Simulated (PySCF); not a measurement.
Several species in one continuum solvent.

Level: PBE0/pcSseg-1 in PySCF, non-relativistic, each on one gas-phase PBE0-D3(BJ)/def2-SVP geometry that isn't relaxed in the solvent. The solvent is an IEF-PCM continuum (Bondi radii, 1.10 Å for H, scaled by 1.2). Specific hydrogen bonds and non-electrostatic terms are outside this model.

Problem. Order them by E(solvent) − E(gas) in benzene (ε = 2.271), most negative first (kcal/mol).
A. `[CH3:1][CH2:2][C@H:3]([F:4])[SiH2:5][O:6][SiH3:7]` with C1–C2–C3–F4 -56°, C2–C3–Si5–O6 66°, C3–Si5–O6–Si7 45°
B. `[CH3:1][C:2]1=[CH:3][CH2:4][P@:5]([CH3:6])(=[S:7])[CH2:8]1` with C2–C3–C4–P5 -16°, C3–C4–P5–C6 -84°, C4–P5–C8–C2 -21°, C1–C2–C8–P5 -165°
C. `[CH3:1][CH:2]([CH3:3])[SiH2:4][O:5][SiH2:6][F:7]` with C1–C2–Si4–O5 179°, C2–Si4–O5–Si6 6°, Si4–O5–Si6–F7 1°
D. `[H]/[N:1]=[CH:2]\[C@H:3]1[CH2:4][SiH2:5][NH:6][SiH2:7]1` with N1–C2–C3–C4 140°, C2–C3–C4–Si5 162°, C3–C4–Si5–N6 -30°, C4–Si5–N6–Si7 9°, Si5–N6–Si7–C3 10°
E. `S=[P@]12CC[C@H](CC1)C2`
F. `[CH3:1][Si:2]([CH3:3])([CH2:4][F:5])[O:6][SiH3:7]` with C1–Si2–C4–F5 -171°, C1–Si2–O6–Si7 159°

Solution. B (-4.0), E (-3.8), D (-3.1), F (-1.6), A (-1.2), C (-0.8).

```csv
SMILES,charge,ΔE (kcal/mol),polarisation term (kcal/mol),HOMO shift (eV),dipole gas (D),dipole solvent (D),atoms
CC1=CC[P@](C)(=S)C1,0,-4.0,-4.5,-0.20,5.09,6.00,19
S=[P@]12CC[C@H](CC1)C2,0,-3.8,-4.3,-0.18,5.16,6.15,19
[H]/N=C\[C@H]1C[SiH2]N[SiH2]1,0,-3.1,-3.3,+0.02,2.99,3.34,17
C[Si](C)(CF)O[SiH3],0,-1.6,-1.7,+0.06,2.24,2.49,18
CC[C@H](F)[SiH2]O[SiH3],0,-1.2,-1.2,+0.07,1.63,1.83,18
CC(C)[SiH2]O[SiH2]F,0,-0.8,-0.9,+0.09,0.76,0.83,18
```

Over the 6 neutral species the correlation coefficient of ΔE with the squared gas-phase dipole is -0.94. The polarisation term is half the interaction of the solute with the induced surface charges.
